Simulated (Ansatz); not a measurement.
```yaml
crystal:
  periodic: [false, false, false]
  atoms:
    - {symbol: O, position_ang: [-0.267968, 0.016956, 0.969836]}
    - {symbol: Mo, position_ang: [-0.090784, 0.060835, -0.007138]}
    - {symbol: F, position_ang: [0.858954, -0.785260, -0.295431]}
    - {symbol: S, position_ang: [-1.145140, -0.618743, -0.647828]}
    - {symbol: Cl, position_ang: [0.306425, 1.369139, -0.395797]}
basis:
  gaussian: {orbitals: cc-pVTZ-DK, point_charges: [{charge: 1.00, position_ang: [6.344, -0.963, -0.421]}]}
hamiltonian: {xc: {name: r2SCAN}}
accuracy: high
output: {forces: true}
```

```sh
$ ansatz run in.yaml --threads 4 --pin off --events-out ev --progress --plain --max-ram 10444MiB
```

Shortened log:

```
Functional definition: r2SCAN
3379 factors; integrals over basis functions are off by at most 4.3e-9 eV
mean field evaluation 1: about -138221.4495 eV, gradient 1.4e2 eV
mean field evaluation 2: about -138023.0274 eV, gradient 3.5e2 eV
mean field evaluation 4: about -138239.3007 eV, gradient 6.2e1 eV
mean field evaluation 8: about -138248.5194 eV, gradient 3.5e-1 eV
mean field evaluation 16: about -138248.5087 eV, gradient 9.7e-4 eV
mean field -138248.50873753 eV, -5080.5389878992 hartree, gradient 3.8e-8 eV, S^2 0.000000; 0 other end points of the search recorded, 0 dependent functions left out
reference -138248.50873871 eV, -5080.5389879427 hartree; 46, 46 occupied and 159, 159 virtual orbitals, 3379 factors
Total energy: -138248.50873871 eV, -5080.5389879427 hartree
Relativity: scalar
Atom 0 at    -0.267968     0.016956     0.969836 Å, force   -45.650623    -9.015324   250.389937 eV/Å
Atom 1 at    -0.090784     0.060835    -0.007138 Å, force    32.541521    11.799510  -156.618039 eV/Å
Atom 2 at     0.858954    -0.785260    -0.295431 Å, force    64.460398   -53.283673   -17.821353 eV/Å
Atom 3 at    -1.145140    -0.618743    -0.647828 Å, force   -79.596642   -46.418831   -47.195003 eV/Å
Atom 4 at     0.306425     1.369139    -0.395797 Å, force    28.223805    96.913642   -28.720395 eV/Å
Dipole moment:     0.293910    -0.053704     0.706008 e Å
```

(1) What is wrong with this run?

Results:

(1) The geometry is squeezed to about two thirds of its size. Self-consistency was reached. The result belongs to that input, not to the molecule as meant.
